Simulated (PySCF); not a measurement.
**Vibration and rotation of LaO**

UHF-CCSD(T) constants of LaO, doublet, about 0.1 electrons in the 4f shell (Mulliken) (basis La x2c-SVPall, O x2c-SVPall; spin-free X2C with a Gaussian nucleus; PySCF 2.14; masses 138.9063 and 15.9949 u):

| Item | Value |
| --- | --- |
| ωe | 801.0 cm⁻¹ |
| ωexe | 1.75 cm⁻¹ |
| Be | 0.33428 cm⁻¹ |
| αe | 0.00130 cm⁻¹ |
| De to La (5d1 6s2) + O | 7.44 eV |

**Question.** What force constant and bond length do these constants imply?

**Answer.** Reduced mass μred = 14.343 u; k = 5.8918×10⁻⁷·μred·ωe² (u, cm⁻¹, mdyn/Å) = 5.42 mdyn/Å; Re = √(16.8576/(μred·Be)) (u, cm⁻¹, Å) = 1.875 Å.

**Question.** Estimate the centrifugal constant D from the Kratzer relation and find the Dunham coefficient a1.

**Answer.** D = 4Be³/ωe² = 2.33e-07 cm⁻¹; a1 = −1 − αeωe/(6Be²) = -2.55.

Correlated steps freeze 19 core orbitals. Correlated levels converge slowly with the basis: in double zeta they bind strong bonds too weakly, by up to about 1 eV, and carry superposition errors of some tenths. Spin–orbit coupling is left out, which matters for elements this heavy, above all for dissociation energies. With d or f electrons several states lie close, and the lowest PBE0 determinant need not be the measured ground state.
